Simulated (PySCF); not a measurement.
**Au²⁺ (gold, charge +2) across methods**

[Xe] 4f14 5d8 6p1, one real determinant (an excited configuration). Computed with PySCF 2.14 in def2-QZVPPD with the def2 core potential (60 electrons) (7s5p4d4f2g, 88 functions), with scalar relativity through the core potential.

```tsv
method	E (hartree)	mean ε 5d α (eV)	mean ε 5d β (eV)	mean ε 6p α (eV)	Σ⟨r²⟩ (bohr²)	⟨S²⟩
BLYP	-134.1127	-32.306	-30.979	-16.659	40.69	3.750
PW91	-134.2111	-32.575	-31.125	-16.838	40.56	3.751
PBE0	-134.1276	-34.525	-32.951	-17.408	40.62	3.751
PBE	-134.1561	-32.508	-31.046	-16.775	40.60	3.751
r2SCAN	-134.1847	-33.024	-31.421	-16.932	40.52	3.751
CAM-B3LYP	-134.0829	-35.904	-34.446	-18.483	40.67	3.751
LDA	-133.8757	-32.631	-31.121	-16.957	40.70	3.750
BHandHLYP	-134.0231	-36.352	-34.787	-17.894	40.76	3.751
```

(1) Estimate the same row for UHF.

⟨L²⟩ = 14.01 against 20 for a pure G term, so this real determinant mixes terms. Energies and moments cover only the electrons outside the core potential. Spin-orbit coupling, absent here, splits the open shell strongly.

Results:

(1) E (hartree) = -133.35964; mean ε 5d α (eV) = -39.609; mean ε 5d β (eV) = -37.610; mean ε 6p α (eV) = -18.750; Σ⟨r²⟩ (bohr²) = 41.14; ⟨S²⟩ = 3.753.
